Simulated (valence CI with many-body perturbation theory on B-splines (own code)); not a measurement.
## Al⁷⁺: electric-dipole lines

Calculated by valence CI with perturbative core correlation (CI+MBPT): four valence electrons over a frozen Dirac-Fock core [He], a basis of 11 s, 11 p, 10 d, 8 f, 5 g, 2 h functions for each j, with the one-electron correlation potential Σ1, the two-electron term Σ2, the three-electron term Σ3, Breit, model QED; selected CI, second order for the rest, scaled by the run's own slope (own B-spline code, finite nucleus).

No measured spectrum was set against this ion. As an estimate, levels hold to about 100 cm⁻¹ or 0.05 % of their energy and the worst to 300 or 400 cm⁻¹, as in measured light ions of charge 2 to 7. Among the levels kept, up to 1500 cm⁻¹ of a level comes from second order outside the variational space, and about a tenth of that is noise between levels of different J, which matters for small intervals.

Lines 1 to 50 of 590 in falling wavelength, among levels below 1879800 cm⁻¹, chosen from the strongest by gf and those to the six lowest levels. Wavelengths and rates use the calculated energies, so an error of 200 cm⁻¹ moves a line at 15610 Å by 3.1 % and its rate by three times that or more. Electric multipoles are in the length gauge, E1 and E2 with the static RPA response of the core. Weak lines are less certain than strong ones. Lines between different terms over intervals too small for the method are left out, as are lines whose strength nearly cancels. Where a level lies close to another of its J and parity, the split of strength between their lines is uncertain. The highest levels of a list are the least certain.

Names give the largest LS component (configuration and term), which can be under half, so a name can repeat, a term be missing and a line seem to break the LS rules; names also repeat where a configuration has a term twice. Letters in brackets count levels of one name in rising energy.

| λ vac (Å) | Upper | Lower | A (s⁻¹) | S (a.u.) |
| --- | --- | --- | --- | --- |
| 15610 | 2s2.2p.4f 1G_4 | 2s2.2p.4d 1F°_3 | 5.86e+05 | 9.90e+00 |
| 6211 | 2s2.2p.4p 1D_2 | 2s.2p2.3p 1P°_1 [c] | 5.27e+06 | 3.11e+00 |
| 5749 | 2s.2p2.3d 3D_2 [c] | 2s2.2p.4s 3P°_1 | 6.95e+06 | 3.26e+00 |
| 5742 | 2s2.2p.4f 3F_3 | 2s2.2p.4d 3D°_2 | 9.53e+06 | 6.23e+00 |
| 5669 | 2s2.2p.4f 3F_4 | 2s2.2p.4d 3D°_3 | 1.33e+07 | 1.07e+01 |
| 5606 | 2s2.2p.4f 3G_4 | 2s2.2p.4d 3F°_3 | 1.41e+07 | 1.10e+01 |
| 5435 | 2s2.2p.4f 3F_2 | 2s2.2p.4d 3D°_1 | 1.28e+07 | 5.06e+00 |
| 5250 | 2s2.2p.4f 3D_3 | 2s2.2p.4d 3P°_2 | 1.15e+07 | 5.77e+00 |
| 5202 | 2s2.2p.4f 3G_5 | 2s2.2p.4d 3F°_4 | 2.54e+07 | 1.94e+01 |
| 5001 | 2s2.2p.4f 3G_3 | 2s2.2p.4d 3F°_2 | 2.17e+07 | 9.39e+00 |
| 4960 | 2s.2p2.3d 1D_2 [d] | 2s2.2p.4d 1P°_1 | 1.26e+07 | 3.78e+00 |
| 4949 | 2s2.2p.4f 3D_2 | 2s2.2p.4d 3P°_1 | 1.41e+07 | 4.21e+00 |
| 4838 | 2s2.2p.4f 3D_2 | 2s2.2p.4d 3P°_2 | 9.56e+06 | 2.67e+00 |
| 4780 | 2s2.2p.4p 3D_3 | 2s2.2p.4s 3P°_2 | 1.61e+07 | 6.06e+00 |
| 4569 | 2s2.2p.4f 3F_3 | 2s2.2p.4d 1D°_2 | 6.88e+06 | 2.27e+00 |
| 4568 | 2s2.2p.4d 1P°_1 | 2s2.2p.4p 1S_0 | 2.95e+07 | 4.17e+00 |
| 4533 | 2s2.2p.4f 1G_4 | 2s2.2p.4d 3F°_3 | 1.02e+07 | 4.24e+00 |
| 4008 | 2s2.2p.4f 1F_3 | 2s2.2p.4d 3D°_2 | 1.43e+07 | 3.17e+00 |
| 3760 | 2s2.2p.4f 3D_3 | 2s2.2p.4d 1D°_2 | 1.06e+07 | 1.95e+00 |
| 3606 | 2s2.2p.4p 3P_2 | 2s2.2p.4s 3P°_2 | 6.35e+07 | 7.35e+00 |
| 3584 | 2s2.2p.4p 3P_1 | 2s2.2p.4s 3P°_2 | 7.65e+07 | 5.21e+00 |
| 3539 | 2s2.2p.4d 3D°_1 | 2s2.2p.4p 3P_0 | 5.67e+07 | 3.72e+00 |
| 3536 | 2s2.2p.4p 3S_1 | 2s2.2p.4s 3P°_1 | 5.25e+07 | 3.44e+00 |
| 3535 | 2s2.2p.4p 3P_0 | 2s2.2p.4s 3P°_1 | 8.19e+07 | 1.78e+00 |
| 3518 | 2s2.2p.4d 3D°_3 | 2s2.2p.4p 3P_2 | 7.45e+07 | 1.12e+01 |
| 3506 | 2s2.2p.4d 1D°_2 | 2s.2p2.3d 3D_1 [c] | 2.41e+07 | 2.56e+00 |
| 3482 | 2s2.2p.4d 3F°_3 | 2s.2p2.3d 3D_2 [d] | 2.96e+07 | 4.31e+00 |
| 3423 | 2s2.2p.4d 3D°_2 | 2s2.2p.4p 3S_1 | 8.51e+07 | 8.43e+00 |
| 3399 | 2s2.2p.4f 1F_3 | 2s2.2p.4d 1D°_2 | 2.07e+07 | 2.81e+00 |
| 3381 | 2s2.2p.4d 3P°_2 | 2s2.2p.4p 3P_1 | 4.34e+07 | 4.14e+00 |
| 3361 | 2s2.2p.4d 3P°_2 | 2s2.2p.4p 3P_2 | 5.11e+07 | 4.79e+00 |
| 3329 | 2s2.2p.4d 3P°_1 | 2s2.2p.4p 3P_1 | 9.38e+07 | 5.12e+00 |
| 3302 | 2s2.2p.4d 3P°_0 | 2s2.2p.4p 3P_1 | 1.30e+08 | 2.31e+00 |
| 3263 | 2s2.2p.4d 1D°_2 | 2s2.2p.4p 1P_1 | 6.93e+07 | 5.94e+00 |
| 3248 | 2s2.2p.4d 3F°_4 | 2s2.2p.4p 3D_3 | 7.58e+07 | 1.15e+01 |
| 3116 | 2s2.2p.4d 1F°_3 | 2s2.2p.4p 1D_2 | 1.59e+08 | 1.66e+01 |
| 3000 | 2s2.2p.4p 1P_1 | 2s2.2p.4s 1P°_1 | 8.36e+07 | 3.34e+00 |
| 2944 | 2s2.2p.4d 3F°_2 | 2s2.2p.4p 3D_1 | 9.28e+07 | 5.85e+00 |
| 2891 | 2s2.2p.4d 3F°_3 | 2s.2p2.3d 3D_2 [c] | 9.87e+07 | 8.24e+00 |
| 2838 | 2s2.2p.4d 3D°_3 | 2s2.2p.4p 3D_3 | 2.91e+07 | 2.30e+00 |
| 2795 | 2s2.2p.4d 3F°_4 | 2s.2p2.3d 3D_3 [c] | 5.94e+07 | 5.76e+00 |
| 2486 | 2s2.2p.4d 3D°_3 | 2s.2p2.3d 3D_3 [c] | 2.92e+07 | 1.55e+00 |
| 2369 | 2s.2p2.3d 3D_3 [d] | 2s2.2p.4s 3P°_2 | 8.84e+07 | 4.06e+00 |
| 2276 | 2s.2p2.3d 3D_2 [e] | 2s2.2p.4s 3P°_1 | 7.12e+07 | 2.07e+00 |
| 2186 | 2s2.2p.4d 1P°_1 | 2s2.2p.4p 1P_1 | 1.33e+08 | 2.06e+00 |
| 2151 | 2s2.2p.4p 1D_2 | 2s2.2p.4s 1P°_1 | 2.63e+08 | 6.47e+00 |
| 2068 | 2s2.2p.3p 1P_1 | 2s2.2p.3s 1P°_1 | 9.46e+07 | 1.24e+00 |
| 2018 | 2s.2p2.3d 1D_2 [c] | 2s.2p2.3p 1P°_1 [c] | 5.16e+07 | 1.05e+00 |
| 1966 | 2s.2p2.3p 1D°_2 [a] | 2s.2p2.3s 1D_2 | 9.01e+07 | 1.69e+00 |
| 1865 | 2s.2p2.3d 3P_2 [c] | 2s2.2p.4s 3P°_2 | 6.53e+07 | 1.04e+00 |
